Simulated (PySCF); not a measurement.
**V: electron affinity**

V⁻ [Ar] 3d4 4s2 (5D) → V [Ar] 3d3 4s2 (4F), as a difference of total energies. All numbers are calculated (PySCF 2.14, the non-relativistic Hamiltonian (point nucleus), in def2-QZVPPD). Correlated levels: valence: [Ar] frozen. The calculations carry no spin-orbit coupling.

```
           method  electron affinity (eV)
              UHF                  -0.719
    MP2 (valence)                  -0.012
SCS-MP2 (valence)                  -0.656
   CCSD (valence)                   0.124
CCSD(T) (valence)                   0.233
```

These non-relativistic numbers lack the scalar-relativistic shift.

The reference lies between the lowest fine-structure levels, while these numbers refer to the centres of the terms.

Errors of the correlated levels include the incompleteness of this basis and the frozen core.

A negative affinity means that the anion lies above the atom at that level of theory.

The coupled-cluster amplitudes are large for V⁻ (T1 above 0.03 or a double amplitude above 0.15), so a single reference is strained.

For comparison: 0.528 eV (measured; photodetachment measurements, as compiled on the Wikipedia data page of electron affinities).
